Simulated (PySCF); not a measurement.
C3H7ClSi, SMILES C1C(C1)[SiH2]Cl. Atoms are numbered in the order given.

```xyz
12

Cl     2.0818     0.5254    -0.1963
Si     0.4767    -0.7291     0.2729
C     -1.0925     0.2516     0.4812
C     -2.4265    -0.4127     0.1543
C     -1.8964     0.6726    -0.7384
H      0.2881    -1.6936    -0.8657
H      0.8437    -1.4739     1.5246
H     -1.1033     0.9568     1.3302
H     -3.2787    -0.1860     0.8138
H     -2.4202    -1.4482    -0.2251
H     -2.3806     1.6610    -0.7075
H     -1.5209     0.3910    -1.7361
```

Coordinates come from a PBE-D3(BJ)/def2-SVP optimisation. The structure was generated by enumeration, and PubChem lists no compound with its InChIKey, so it may never have been made. Other conformers were not sampled.

Level of theory: PBE0/pcSseg-1 (PySCF).

GIAO shieldings, no solvent; atoms listed in one row are averaged. δ = σ(ref) − σ: ³⁵Cl against HCl (σ = 945.9 ppm); ²⁹Si against TMS (σ = 352.7 ppm); ¹³C against TMS (σ = 186.3 ppm); ¹H against TMS (σ = 31.56 ppm), references at their B3LYP-D3(BJ)/def2-TZVP geometries, non-relativistic (without spin–orbit terms, shifts of atoms bonded to Cl or Br come out too high).

Computed chemical shifts:
| nucleus | atoms | count | δ (ppm) |
|---|---|---|---|
| ³⁵Cl | Cl1 | 1 | -31.9 |
| ²⁹Si | Si2 | 1 | 7.5 |
| ¹³C | C5 | 1 | 8.8 |
| ¹³C | C4 | 1 | 7.1 |
| ¹³C | C3 | 1 | 2.5 |
| ¹H | H7 | 1 | 5.80 |
| ¹H | H6 | 1 | 4.69 |
| ¹H | H11 | 1 | 1.43 |
| ¹H | H9 | 1 | 1.28 |
| ¹H | H12 | 1 | 1.07 |
| ¹H | H10 | 1 | 0.88 |
| ¹H | H8 | 1 | 0.55 |
